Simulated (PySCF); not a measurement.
A GIAO shielding run with PySCF 2.14.0 with density-fitted response routines (density fitting, non-relativistic, gas phase) on `C=CO[C@@H]1CO[SiH2]C1`, C$_{5}$H$_{10}$O$_{2}$Si:

```
$ OMP_NUM_THREADS=1 python probes_run.py task.json out

{"job": {"kind": "nmr", "xc": "PBE0", "basis": "pcSseg-1"}, "charge": 0, "multiplicity": 1}
C      2.270602    -1.568605    -0.253069
C      1.967770    -0.668289     0.669069
O      1.005006     0.280520     0.663171
C      0.143089     0.375408    -0.459661
C     -0.578670     1.723538    -0.321824
O     -1.704565     1.589971     0.501217
Si    -2.168912     0.053133     0.802717
C     -0.925894    -0.715247    -0.420222
H      1.740564    -1.673327    -1.182336
H      3.089263    -2.243536    -0.089810
H      2.527749    -0.597213     1.593001
H      0.741380     0.362731    -1.381500
H      0.094341     2.458611     0.127352
H     -0.901636     2.082883    -1.304477
H     -3.556705    -0.095261     0.382538
H     -1.906650    -0.309487     2.190961
H     -0.489646    -1.662475    -0.116548
H     -1.355846    -0.847021    -1.412235
```

Hardware: 1 thread of an Arm Neoverse N1, shared host. The job also computes population analyses, field gradients, ring-centre shieldings.

Question: How large is the calculation?

Answer: 70 electrons, 193 basis functions and 1022 auxiliary functions.

Question: How long does it take, and how much memory does it need?

Answer: 62 s of wall time, with 14 SCF cycles and 4 response iterations; peak memory 0.86 GiB. Times on a shared host scatter by some tens of per cent.
